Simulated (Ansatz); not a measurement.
Molecule: CsCl (charge 0, singlet). SMILES: [Cl][Cs]
Geometry: optimised at B3LYP-D3(BJ)/def2-TZVP (Ansatz, a program for electronic structure).

Parts of the frozen-core correlation energy in def2-SVP (Ansatz, hartree). Frozen orbitals: 9; correlated occupied orbitals by spin: 4 and 4; virtual: 29 and 29. No spin-orbit coupling. In def2 rows, elements after Kr have scalar-relativistic effective core potentials.

| term | value |
|---|---|
| reference (HF) | -479.29282 |
| MP2 opposite-spin | -0.10008 |
| MP2 same-spin | -0.03695 |
| CCSD correlation | -0.14854 |
| (T) | -0.00199 |
| CCSDT minus CCSD(T) | -0.00017 |
| CCSDT(Q) minus CCSD(T) | -0.00038 |
| T1 diagnostic | 0.009 |
| largest doubles amplitude | 0.038 |
